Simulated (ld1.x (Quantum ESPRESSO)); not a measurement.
As: one change to an RRKJ potential, before and after

```
Element                 : As (Z = 33)
Generator               : ld1.x (Quantum ESPRESSO) 7.5
Type                    : norm-conserving RRKJ (Kleinman–Bylander form)
Functional              : LDA (PZ)
Relativity              : non-relativistic
Frozen core             : [Ar]
Valence charge          : 15
Reference configuration : 3d10 4s2 4p3
Partial waves           : 4s (bound): rc 1.70 bohr; 4p (bound): rc 2.10 bohr; 3d (bound): rc 1.20 bohr
Local potential         : all-electron potential smoothed inside 1.55 bohr (lloc = -1)
Core correction         : none
rho0                    : 0.01
```

Change: functional PBEsol.

Cutoffs: the cutoffs (Ry, on a coarse ladder) from which the occupation-weighted sum of valence levels, in a spherical-Bessel basis at the reference potential, stays within 10 and 1 mRy of its value at 400 Ry; they do not see the model core or the augmentation charge, which bear on the density cutoff. Errors are all-electron minus pseudo energies relative to the spin-unpolarised reference configuration.

Problem. How do hardness, ghosts and transferability respond?

Solution. The potential gets neither clearly harder nor softer (180 Ry and 260 Ry → 180 Ry and 260 Ry); the number of tests with a reliable result goes from 9 to 7; of the 7 tests that both files solve, the error grows in 3 and shrinks in 4 by more than 15 % and 0.3 meV (median size 6.8 → 4.9 meV); neither file shows a bound ghost.

```csv
quantity,base,changed
"cutoff, loose",180 Ry,180 Ry
"cutoff, tight",260 Ry,260 Ry
bound ghosts,none,none
"error for 3d10 4s2 4p2, meV [ΔE 9.35 → 9.19 eV]",+3.1,+2.1
"error for 3d10 4s2 4p1, meV [ΔE 27.52 → 27.14 eV]",+20,+13
"error for 3d10 4s2 4p0, meV [ΔE 55.52 → 54.83 eV]",+64,+43
"error for 3d10 4s0 4p5, meV [ΔE 18.18 → 18.06 eV]",-2.2,-4.2
"error for 3d9 4s2 4p4, meV [ΔE 41.34 → 41.23 eV]",-167,-217
"error for 3d10 4s1 4p3, meV [ΔE 18.98 → 18.77 eV]",+6.8,+4.9
"error for 3d10 4s1 4p4, meV [ΔE 8.98 → 8.93 eV]",-0.4,-0.8
s: phases at 2.30 bohr within 0.05 rad from the reference energy up to (Ry; the scan ends near 5),1.3,1.5
p: phases at 2.30 bohr within 0.05 rad from the reference energy up to (Ry; the scan ends near 5),3.4,3.5
d: phases at 2.30 bohr within 0.05 rad from the reference energy up to (Ry; the scan ends near 5),0.4,0.4
```
